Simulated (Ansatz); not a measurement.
Born–Oppenheimer molecular dynamics of C4H12O4Si (21 atoms, charge 0, multiplicity 1). It starts from a relaxed structure.

Method: Ansatz, RKS PBE-D4/STO-3G.

| Quantity | Value |
| --- | --- |
| ensemble | NVT, Langevin thermostat |
| time step | 0.25 fs |
| steps asked | 150 |
| set temperature | 100 K |
| friction | 0.01 /fs |
| temperature schedule | 37 steps to 100 K, then 113 steps to 25 K |
| seed | 97018 |

Frames 2.5 fs apart, positions in Å, forces in eV/Å.

Velocities at 12.5 fs (Å/ps):

```
Si 0.11 -0.65 0.10
O 0.28 2.49 -0.62
C -1.64 0.48 3.34
H 0.76 -5.10 -0.67
H -2.50 -3.58 8.08
H 5.12 -1.34 -5.11
O -0.01 1.10 -3.35
C -4.55 3.42 1.17
H 2.86 -3.00 -3.73
H -10.53 11.48 -1.12
H 6.69 -6.36 5.27
O -1.85 -1.07 -0.56
C -1.91 4.91 -0.35
H -18.44 -4.87 -12.19
H 1.70 3.36 3.18
H -6.35 3.27 2.57
O 2.15 -2.43 1.61
C 2.25 0.69 -0.72
H -9.98 6.64 6.08
H 6.34 6.95 -0.89
H -10.95 2.19 7.10
```

```xyz
21
Properties=species:S:1:pos:R:3:forces:R:3 time_fs=12.5 energy_less_start_eV=0.141 T=61
Si -0.093 -0.233 -0.132 0.11 0.36 -0.10
O 0.038 -0.753 1.528 0.13 -0.06 -0.18
C -0.858 -0.033 2.444 0.26 0.36 0.40
H -1.920 -0.419 2.391 0.28 0.31 0.07
H -0.462 -0.242 3.489 -0.39 0.17 -0.65
H -0.862 1.103 2.302 -0.14 -0.86 0.05
O 1.478 0.136 -0.779 -0.15 -0.31 0.16
C 2.341 -1.035 -0.512 0.63 -0.23 -0.66
H 2.052 -1.970 -1.091 0.14 0.56 0.11
H 3.419 -0.781 -0.772 -0.90 -0.03 -0.01
H 2.337 -1.319 0.552 0.05 -0.19 0.70
O -0.872 1.291 -0.309 -0.10 0.05 -0.06
C -2.303 1.208 -0.632 -0.30 0.45 0.26
H -2.952 0.881 0.234 0.27 0.10 -0.13
H -2.600 2.275 -0.873 -0.04 -0.74 -0.07
H -2.577 0.531 -1.490 0.25 0.28 0.04
O -0.759 -1.493 -1.116 -0.19 -0.17 0.33
C -1.639 -2.350 -0.291 0.23 0.72 0.65
H -1.277 -2.511 0.763 0.08 0.04 -0.34
H -2.680 -1.965 -0.202 -0.23 0.26 -0.08
H -1.710 -3.314 -0.785 0.01 -1.05 -0.49
21
Properties=species:S:1:pos:R:3:forces:R:3 time_fs=15 energy_less_start_eV=0.105 T=76
Si -0.093 -0.234 -0.132 0.01 0.51 -0.10
O 0.038 -0.747 1.525 0.14 -0.16 0.03
C -0.860 -0.031 2.453 0.29 -0.43 -0.20
H -1.914 -0.422 2.394 0.08 0.27 0.04
H -0.483 -0.247 3.489 -0.13 0.16 -0.29
H -0.858 1.074 2.288 -0.20 0.04 0.10
O 1.478 0.139 -0.786 -0.46 -0.30 0.32
C 2.331 -1.028 -0.511 0.20 -0.76 0.32
H 2.064 -1.964 -1.095 0.03 0.54 0.11
H 3.374 -0.755 -0.775 0.10 0.07 -0.15
H 2.349 -1.339 0.576 -0.06 0.19 -0.28
O -0.877 1.289 -0.311 -0.14 0.05 0.03
C -2.310 1.222 -0.632 -0.16 -0.39 0.43
H -2.984 0.870 0.207 0.43 0.25 0.05
H -2.594 2.270 -0.867 -0.25 -0.03 -0.19
H -2.584 0.548 -1.482 0.27 0.20 -0.28
O -0.753 -1.498 -1.111 -0.04 -0.21 0.17
C -1.634 -2.348 -0.292 -0.41 0.10 0.28
H -1.298 -2.496 0.767 0.26 -0.05 -0.15
H -2.672 -1.942 -0.211 -0.12 0.15 -0.12
H -1.735 -3.339 -0.776 0.18 -0.21 -0.14
21
Properties=species:S:1:pos:R:3:forces:R:3 time_fs=17.5 energy_less_start_eV=0.178 T=50
Si -0.093 -0.235 -0.133 -0.14 0.67 -0.07
O 0.040 -0.742 1.524 0.15 -0.24 0.20
C -0.860 -0.031 2.463 0.02 -0.92 -1.30
H -1.909 -0.410 2.398 -0.18 0.09 -0.02
H -0.510 -0.248 3.476 0.36 0.00 0.69
H -0.866 1.048 2.279 -0.13 0.93 0.10
O 1.476 0.142 -0.791 -0.74 -0.26 0.45
C 2.322 -1.024 -0.509 0.08 -0.35 0.76
H 2.075 -1.938 -1.092 -0.23 -0.14 -0.30
H 3.336 -0.726 -0.787 0.85 0.10 -0.19
H 2.356 -1.353 0.576 -0.10 0.34 -0.39
O -0.883 1.287 -0.314 -0.12 0.12 0.13
C -2.318 1.234 -0.629 0.35 -0.84 -0.03
H -2.993 0.871 0.183 0.14 0.13 0.50
H -2.599 2.268 -0.870 -0.34 0.50 -0.19
H -2.579 0.573 -1.490 0.18 0.11 -0.34
O -0.745 -1.505 -1.104 0.09 -0.29 -0.02
C -1.630 -2.347 -0.292 -1.17 -0.58 -0.53
H -1.308 -2.480 0.756 0.44 -0.15 0.44
H -2.669 -1.911 -0.224 0.17 -0.14 -0.13
H -1.750 -3.378 -0.766 0.33 0.92 0.26
21
Properties=species:S:1:pos:R:3:forces:R:3 time_fs=20 energy_less_start_eV=0.140 T=68
Si -0.093 -0.234 -0.134 -0.34 0.68 -0.07
O 0.041 -0.737 1.522 0.08 -0.26 0.36
C -0.859 -0.035 2.466 -0.03 0.01 -1.27
H -1.915 -0.398 2.403 -0.10 -0.02 -0.05
H -0.514 -0.248 3.491 0.31 0.05 0.36
H -0.877 1.067 2.275 -0.03 0.05 0.29
O 1.471 0.145 -0.795 -0.80 -0.21 0.53
C 2.314 -1.022 -0.506 0.92 0.23 -0.45
H 2.067 -1.924 -1.106 -0.19 -0.20 -0.26
H 3.337 -0.698 -0.804 0.13 -0.26 0.10
H 2.357 -1.353 0.554 -0.09 0.14 0.38
O -0.890 1.284 -0.316 -0.11 0.27 0.17
C -2.326 1.243 -0.625 0.42 -0.31 -0.78
H -2.993 0.880 0.185 -0.05 0.00 0.50
H -2.620 2.288 -0.884 -0.06 -0.06 0.12
H -2.565 0.604 -1.519 0.07 0.10 0.05
O -0.737 -1.512 -1.097 0.25 -0.26 -0.24
C -1.631 -2.348 -0.295 -0.72 -0.04 0.30
H -1.298 -2.474 0.763 0.17 -0.08 0.07
H -2.654 -1.886 -0.242 -0.06 -0.23 -0.03
H -1.748 -3.372 -0.742 0.22 0.39 -0.10
21
Properties=species:S:1:pos:R:3:forces:R:3 time_fs=22.5 energy_less_start_eV=0.195 T=53
Si -0.094 -0.232 -0.136 -0.53 0.60 -0.07
O 0.042 -0.735 1.522 0.00 -0.21 0.39
C -0.858 -0.039 2.465 0.05 0.72 -0.35
H -1.927 -0.386 2.408 0.14 -0.10 -0.04
H -0.500 -0.244 3.517 -0.05 0.15 -0.59
H -0.887 1.088 2.287 0.08 -0.71 0.31
O 1.462 0.146 -0.797 -0.63 -0.17 0.56
C 2.309 -1.020 -0.506 1.16 0.12 -1.48
H 2.046 -1.924 -1.136 0.10 0.32 0.29
H 3.345 -0.682 -0.813 -0.44 -0.50 0.27
H 2.354 -1.345 0.548 -0.09 -0.03 0.61
O -0.898 1.281 -0.317 -0.05 0.45 0.18
C -2.334 1.251 -0.625 0.19 -0.03 -0.83
H -2.993 0.891 0.212 0.10 0.02 -0.09
H -2.647 2.303 -0.895 0.22 -0.44 0.40
H -2.547 0.639 -1.550 -0.13 -0.02 0.43
O -0.728 -1.521 -1.089 0.40 -0.14 -0.43
C -1.635 -2.349 -0.298 0.08 1.17 1.50
H -1.277 -2.465 0.773 -0.27 0.01 -0.47
H -2.643 -1.868 -0.267 -0.31 -0.28 0.13
H -1.730 -3.345 -0.720 -0.03 -0.93 -0.70
21
Properties=species:S:1:pos:R:3:forces:R:3 time_fs=25 energy_less_start_eV=0.170 T=67
Si -0.097 -0.230 -0.138 -0.65 0.47 0.03
O 0.043 -0.734 1.522 -0.05 -0.16 0.26
C -0.859 -0.039 2.461 0.14 0.27 0.08
H -1.930 -0.383 2.419 0.20 -0.14 -0.05
H -0.483 -0.229 3.511 -0.15 -0.01 -0.59
H -0.887 1.073 2.315 0.07 -0.10 0.00
O 1.451 0.145 -0.798 -0.27 -0.08 0.47
C 2.311 -1.018 -0.512 0.38 -0.18 -0.44
H 2.028 -1.908 -1.155 0.21 0.25 0.45
H 3.336 -0.692 -0.810 0.03 -0.25 0.08
H 2.349 -1.337 0.572 -0.12 0.11 -0.39
O -0.904 1.279 -0.318 0.02 0.65 0.17
C -2.339 1.259 -0.628 0.23 -0.29 -0.10
H -2.989 0.903 0.228 0.19 -0.07 -0.47
H -2.674 2.296 -0.880 0.29 0.08 0.29
H -2.534 0.675 -1.561 -0.37 -0.37 0.20
O -0.717 -1.530 -1.082 0.36 -0.05 -0.51
C -1.641 -2.347 -0.296 0.06 0.58 0.66
H -1.268 -2.454 0.760 -0.36 -0.07 -0.07
H -2.650 -1.857 -0.287 -0.12 -0.45 0.20
H -1.714 -3.359 -0.736 -0.10 -0.18 -0.27
21
Properties=species:S:1:pos:R:3:forces:R:3 time_fs=27.5 energy_less_start_eV=0.198 T=58
Si -0.100 -0.226 -0.139 -0.74 0.27 0.18
O 0.045 -0.733 1.525 -0.03 -0.10 0.00
C -0.858 -0.037 2.457 0.15 -0.36 -0.28
H -1.919 -0.389 2.432 -0.05 -0.16 -0.11
H -0.476 -0.214 3.478 0.13 -0.29 0.37
H -0.883 1.054 2.344 -0.03 0.84 -0.33
O 1.437 0.143 -0.799 0.21 0.04 0.30
C 2.314 -1.016 -0.520 -0.27 0.20 0.65
H 2.021 -1.881 -1.150 0.04 -0.46 0.03
H 3.334 -0.715 -0.806 0.48 0.08 -0.12
H 2.340 -1.327 0.578 -0.07 0.12 -0.78
O -0.909 1.277 -0.317 0.15 0.75 0.12
C -2.341 1.265 -0.633 0.52 -0.44 0.36
H -2.977 0.909 0.217 -0.09 -0.33 -0.14
H -2.688 2.291 -0.845 0.24 0.62 0.01
H -2.541 0.693 -1.556 -0.45 -0.57 -0.25
O -0.706 -1.540 -1.076 0.18 0.03 -0.43
C -1.646 -2.342 -0.290 -0.07 -0.63 -0.87
H -1.279 -2.447 0.746 -0.17 -0.20 0.67
H -2.664 -1.868 -0.297 -0.04 -0.37 0.19
H -1.704 -3.381 -0.765 -0.10 0.97 0.42
21
Properties=species:S:1:pos:R:3:forces:R:3 time_fs=30 energy_less_start_eV=0.136 T=83
Si -0.104 -0.223 -0.139 -0.78 0.07 0.30
O 0.047 -0.733 1.528 -0.04 0.00 -0.20
C -0.857 -0.035 2.453 0.39 0.24 -0.26
H -1.907 -0.400 2.440 -0.28 -0.13 -0.16
H -0.465 -0.215 3.464 0.17 -0.31 0.61
H -0.879 1.074 2.357 -0.09 0.19 -0.36
O 1.426 0.141 -0.798 0.61 0.15 0.10
C 2.317 -1.012 -0.526 -0.12 0.55 -0.08
H 2.017 -1.879 -1.141 0.03 -0.58 -0.17
H 3.356 -0.730 -0.806 -0.01 0.12 -0.08
H 2.328 -1.312 0.544 0.02 -0.14 0.23
O -0.915 1.279 -0.315 0.27 0.69 0.04
C -2.340 1.269 -0.637 0.27 -0.31 -0.05
H -2.967 0.895 0.195 -0.32 -0.42 0.30
H -2.687 2.315 -0.801 0.31 0.12 -0.17
H -2.572 0.679 -1.557 -0.18 -0.03 -0.03
O -0.693 -1.549 -1.071 -0.09 0.07 -0.22
C -1.652 -2.340 -0.289 0.32 -0.55 -0.41
H -1.306 -2.450 0.765 -0.20 -0.16 0.22
H -2.679 -1.902 -0.297 -0.18 -0.01 0.07
H -1.700 -3.360 -0.771 -0.09 0.44 0.32
21
Properties=species:S:1:pos:R:3:forces:R:3 time_fs=32.5 energy_less_start_eV=0.173 T=65
Si -0.110 -0.219 -0.137 -0.70 -0.13 0.32
O 0.050 -0.733 1.529 -0.08 0.12 -0.31
C -0.854 -0.032 2.450 0.41 0.59 0.56
H -1.910 -0.415 2.437 0.07 0.10 -0.14
H -0.447 -0.234 3.480 -0.24 0.02 -0.28
H -0.880 1.105 2.350 -0.07 -0.78 -0.19
O 1.416 0.139 -0.797 0.89 0.17 -0.07
C 2.321 -1.006 -0.533 -0.32 -0.06 -1.00
H 2.013 -1.908 -1.139 0.28 0.22 0.18
H 3.374 -0.738 -0.807 -0.38 0.13 -0.05
H 2.315 -1.303 0.521 0.11 -0.28 0.89
O -0.920 1.283 -0.313 0.30 0.52 -0.06
C -2.338 1.273 -0.642 -0.53 -0.51 0.06
H -2.977 0.861 0.188 0.05 0.01 0.00
H -2.667 2.346 -0.770 0.25 -0.54 -0.24
H -2.612 0.659 -1.562 0.23 0.58 0.32
O -0.683 -1.558 -1.068 -0.30 0.13 0.01
C -1.657 -2.339 -0.290 0.41 0.46 0.82
H -1.345 -2.459 0.794 -0.19 -0.05 -0.52
H -2.697 -1.938 -0.295 -0.12 0.29 -0.06
H -1.701 -3.319 -0.763 -0.06 -1.00 -0.26
21
Properties=species:S:1:pos:R:3:forces:R:3 time_fs=35 energy_less_start_eV=0.176 T=65
Si -0.118 -0.216 -0.134 -0.43 -0.27 0.26
O 0.052 -0.734 1.529 -0.06 0.17 -0.37
C -0.849 -0.027 2.449 0.13 -0.21 0.67
H -1.910 -0.426 2.425 0.37 0.29 -0.06
H -0.440 -0.252 3.482 -0.36 0.26 -0.49
H -0.881 1.096 2.329 -0.05 -0.40 -0.06
O 1.410 0.140 -0.796 0.93 0.10 -0.14
C 2.323 -1.001 -0.542 -0.83 -0.72 0.34
H 2.023 -1.926 -1.132 0.27 0.51 0.20
H 3.368 -0.734 -0.811 -0.06 0.24 -0.13
H 2.311 -1.310 0.545 0.19 0.11 -0.30
O -0.922 1.289 -0.311 0.30 0.33 -0.14
C -2.339 1.273 -0.646 -0.64 -0.83 0.74
H -2.981 0.829 0.179 0.25 0.36 -0.12
H -2.637 2.346 -0.755 -0.11 -0.24 -0.27
H -2.645 0.669 -1.548 0.41 0.47 -0.12
O -0.673 -1.567 -1.064 -0.48 0.15 0.22
C -1.660 -2.337 -0.287 -0.18 -0.18 0.20
H -1.391 -2.471 0.796 0.13 -0.02 -0.24
H -2.717 -1.956 -0.296 0.21 0.36 -0.18
H -1.708 -3.329 -0.768 0.02 -0.47 0.00
```

Of the whole run (38 fs, mean temperature of the second half 65 K): The schedule's set-point averaged 50 K over the second half and the system 65 K, so it lags behind the ramp. A run of 0.037 ps of so small a system gives no equilibrium averages. Limits of this set-up: minimal basis.

Run time: 17 min on 1 thread of Arm Neoverse V1 (shared host), peak memory 0.13 GiB.
